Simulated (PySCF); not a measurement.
Molecule: C5H4F (charge 0, doublet). It need not be the lowest isomer of its formula. SMILES: FC1=C[C]=CC1
Geometry from a B3LYP-D3(BJ)/def2-TZVP (Ansatz) optimisation:
```
C
H 1 1.0947
H 1 1.0947 2 107.54
C 1 1.4971 2 111.42 3 122.38
F 4 1.3376 1 120.46 2 -60.06
C 4 1.3403 5 126.95 1 -180.00
H 6 1.0771 4 127.98 5 0.00
C 6 1.4554 7 127.65 4 180.00
C 8 1.3278 6 114.98 7 -180.00
H 9 1.0776 8 129.94 6 -180.00
```
Charge 0, spin multiplicity 2.

Dispersion corrections to the total energy (kcal/mol) from the dftd3 and dftd4 libraries through PySCF: D3(BJ) without and D4 with the three-body term, each with the damping fitted for the functional named.

```tsv
functional	D3(BJ)	D4
BP86	-7.84	-6.50
HF	-43.95	-19.70
HSE06	-3.14	?
CAM-B3LYP	-3.77	-4.14
r2SCAN	?	-1.21
BHLYP	?	-5.61
PW6B95	-2.37	-4.47
```

What belongs in the gaps?


- HSE06, D4: -3.83
- r2SCAN, D3(BJ): -1.35
- BHLYP, D3(BJ): -6.79
